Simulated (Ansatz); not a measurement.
Relaxation of AlF₂H₂Si (6 atoms, charge -1, multiplicity 1), to a largest force component of 0.015 eV/Å in at most 40 steps.

Theory: RKS PBE/def2-SVP in Ansatz 0.2.0.

```xyz
6
Properties=species:S:1:pos:R:3
F 1.592 -0.295 1.813
Al 0.661 -0.518 0.372
F 0.984 -2.208 0.153
Si -0.428 1.062 -0.983
H 0.521 2.239 -0.762
H 0.168 0.645 -2.326
```

Task: Where does it end, and by what steps?

Result: The forces met the threshold. Limits of this set-up: an anion without diffuse functions, the dipole of an ion depends on the origin. After 6 steps the energy has fallen by 0.210 eV; Al2 moved furthest, 0.16 Å.

```
step  energy less start (eV)  largest force component (eV/Å)  accepted
   0                  0.0000                           1.610       yes
   1                 -0.1656                           0.753       yes
   2                 -0.1751                           0.687       yes
   3                 -0.2081                           0.071       yes
   4                 -0.2090                           0.022       yes
   5                 -0.2094                           0.016       yes
   6                 -0.2096                           0.010       yes
```

```xyz
6
Properties=species:S:1:pos:R:3
F 1.501 -0.233 1.872
Al 0.808 -0.487 0.323
F 0.952 -2.173 0.040
Si -0.495 1.090 -0.958
H 0.596 2.179 -0.736
H 0.137 0.549 -2.274
```

Whether the end is a true minimum wasn't checked by a vibrational analysis.

Run time: 9.5 s on 1 thread of Intel(R) Xeon(R) Platinum 8559C (Emerald Rapids), on a shared host, peak memory 0.17 GiB.
